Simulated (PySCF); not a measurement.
Geometry:
```tsv
atom	x (Å)	y (Å)	z (Å)
O1	-0.708	1.754	0.754
C2	-1.488	0.886	0.470
C3	-1.064	-0.536	0.175
F4	-2.124	-1.174	-0.431
C5	0.188	-0.628	-0.666
Si6	1.735	0.248	0.018
H7	-2.592	1.061	0.422
H8	-0.900	-1.022	1.158
H9	-0.026	-0.232	-1.673
H10	0.439	-1.693	-0.794
H11	1.847	1.664	-0.424
H12	2.914	-0.498	-0.528
H13	1.779	0.149	1.507
```

Geometry: PBE0-D3(BJ)/def2-SVP; GIAO shifts from PySCF 2.14.0 with density-fitted response routines, gas phase, non-relativistic, averaged over equivalent atoms.

At PBE0/STO-3G (41 basis functions, 3.3 s wall time on 1 thread of an Arm Neoverse V1, shared host):
| atoms | δ (ppm) |
| --- | --- |
| O1 | 616.5 |
| C2 | 141.0 |
| C3 | 68.3 |
| C5 | 8.1 |
| F4 | -124.7 |
| Si6 | -64.3 |
| H7 | 10.05 |
| H8 | 2.61 |
| H11/H12/H13 | 1.84 |
| H10 | 0.69 |
| H9 | 0.39 |

δ = σ(ref) − σ, references computed at the same level: ¹⁷O (σref 341.71) vs H2O; TMS for ¹³C (σref 234.69) and ²⁹Si (σref 517.60) and ¹H (σref 32.60); CFCl3 for ¹⁹F (σref 304.40).

Problem. Predict the values at mPW1PW91/pcSseg-1 on the same geometry.

Solution. 
```
      atoms  δ at mPW1PW91/pcSseg-1  change
         O1                   689.1   +72.6
         C2                   212.8   +71.8
         C3                    96.6   +28.3
         C5                    11.8    +3.7
         F4                  -202.8   -78.1
        Si6                   -70.8    -6.5
         H7                   10.06   +0.01
         H8                    4.57   +1.96
H11/H12/H13                    3.96   +2.12
        H10                    1.29   +0.60
         H9                    1.09   +0.70
```

Shifts are taken against calculated references (same method and geometry level): ¹⁷O (σref 333.30) against H2O; TMS for ¹³C (σref 183.54) and ²⁹Si (σref 350.83) and ¹H (σref 31.32); CFCl3 for ¹⁹F (σref 177.88).

The largest change is at F4 (fluorine on an sp3 carbon). Cost: 144 basis functions, 11 s wall time on 1 thread of an Arm Neoverse V1, shared host. The order of the carbon signals is the same at both levels.

Unscaled 19F shifts against computed CFCl3 carry errors that often reach 10 to 50 ppm. Unscaled 17O shifts of doubly bonded oxygen tend to come out too high, by tens of ppm or more. Experimental scales use liquid or dissolved standards, which lie at an offset from isolated H2O (liquid H2O: subtract about 36 ppm).
